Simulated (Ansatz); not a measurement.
Total energies of `C[SiH](Cl)B[SiH3]`.

```xyz
13

C     1.1420    1.9096   -0.8683
Si    0.8280    0.0727   -0.7466
Cl    2.2359   -0.7298    0.5503
B    -1.0354   -0.3914   -0.1760
Si   -1.4287   -1.6079    1.3670
H     0.9914    2.3963    0.0975
H     0.4587    2.3587   -1.5936
H     2.1681    2.0979   -1.1905
H     1.0620   -0.5787   -2.0689
H    -1.9242    0.1280   -0.7909
H    -1.1425   -0.7864    2.5829
H    -0.5191   -2.7851    1.3870
H    -2.8362   -2.0840    1.4502
```

Charge 0, multiplicity 1. The structure was optimised at the PBE0-D4/def2-TZVP level. It is one conformer, not always the lowest. Basis def2-TZVPP, the Gaussian-basis code of Ansatz.

RPA on PBE orbitals: Hartree–Fock energy of these orbitals -1104.59249 Eh, correlation -1.30128 Eh (frozen core).

```csv
functional,energy without D4 (Eh),D4 term (kJ/mol)
LDA (SPW92),-1102.49870,–
PBE,-1106.42237,-31.7
revPBE,-1106.79678,-84.8
BLYP,-1106.96287,-67.6
r2SCAN,-1106.89699,-8.0
B97M-V,-1106.77670,–
PBE0,-1106.53954,-27.3
B3LYP,-1107.09555,-51.2
r2SCANh,-1106.89158,-8.7
r2SCAN0,-1106.88465,-9.6
HSE06 (plane-wave form),-1106.51340,-25.8
BHLYP,-1106.98917,-42.1
CAM-B3LYP,-1107.00522,-28.3
LC-ωPBE,-1106.67432,–
ωB97X-V,-1106.85389,–
ωB97M-V,-1106.90757,–
B2PLYP,-1106.58127,–
PBE-QIDH,-1106.27687,–
```

B3LYP takes the VWN-RPA correlation (the form of Gaussian; ORCA's B3LYP/G). HSE06 is the plane-wave form, built on full-range PBE exchange. The double hybrids freeze the cores in their second-order part.

LC-ωPBE has ω = 0.4 bohr⁻¹.
